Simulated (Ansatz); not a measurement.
Two structures of CH₆Sn, closed shell, reached by relaxing down either side of one saddle point (PBE0-D4/def2-TZVP). Energies are electronic, without zero-point energy. Ansatz 0.2.0; basis: def2-TZVPP and def2-QZVPP; cores frozen in the correlated methods. Filled d shells of the heavier atoms are correlated. Core potentials replace the inner electrons of the atoms past krypton. The def2 sets are not built for correlating such inner shells, so the correlated values are less sure here. Extrapolation: Hartree–Fock as exp(−7.88 √X), correlation as X^−2.97. First:

```xyz
8
angstrom
Sn -1.0709 0.9117 0.2718
C 1.0583 0.4833 -0.0446
H -1.3212 -1.5417 0.3453
H -1.4083 -1.3816 1.0828
H -1.5444 0.2191 -1.2961
H 1.4271 1.2227 -0.7642
H 1.2302 -0.5048 -0.4729
H 1.6296 0.5912 0.8779
```

Second:

Sn1  (-1.817, 0.780, 0.365)
C2  (1.148, -0.045, 0.059)
H3  (0.335, -0.690, 0.415)
H4  (-2.081, -0.934, 0.742)
H5  (-1.869, 0.426, -1.371)
H6  (0.790, 0.767, -0.578)
H7  (1.808, -0.672, -0.541)
H8  (1.686, 0.367, 0.910)
(Å)

(1) Which bonds change from the first to the second?

(2) Give the saddle point's structure and its height above each. (To be estimated.)

The search had been set up for a 1,1-elimination (forming C2–H3, breaking Sn1–C2, Sn1–H3); from that guess it ended on this step instead.

The T1 diagnostic stays at or below 0.015.

Answers

(1) CH₄Sn ([CH3][SnH]) + H₂ → SnH₂ + CH₄; bonds formed: Sn1–H4, C2–H3; bonds broken: Sn1–C2, H3–H4.

(2) Computed: 24.22 kcal/mol above the first and 33.84 kcal/mol above the second (CCSD(T) at an estimated basis limit (MP2 extrapolated from triple and quadruple zeta, plus CCSD(T) − MP2 in triple zeta)).
Sn1  (-1.430, 0.826, 0.337)
C2  (0.892, 0.148, 0.036)
H3  (-0.308, -0.722, 0.386)
H4  (-1.223, -1.071, 0.696)
H5  (-1.726, 0.332, -1.339)
H6  (1.131, 0.960, -0.652)
H7  (1.244, -0.771, -0.441)
H8  (1.419, 0.298, 0.977)
(Å)

Labels in which every atom is bracketed show which atoms are joined, not bond orders.

For scale, one of the runs: CCSD(T)/def2-TZVPP, 165 basis functions, launched by `ansatz run in.yaml --threads 2 --pin off --events-out ev --progress --plain --max-ram 4352MiB`. The run took 35 s on 2 CPU threads of an Arm Neoverse V2 (shared host), with 1.4 GiB of host memory at its peak.
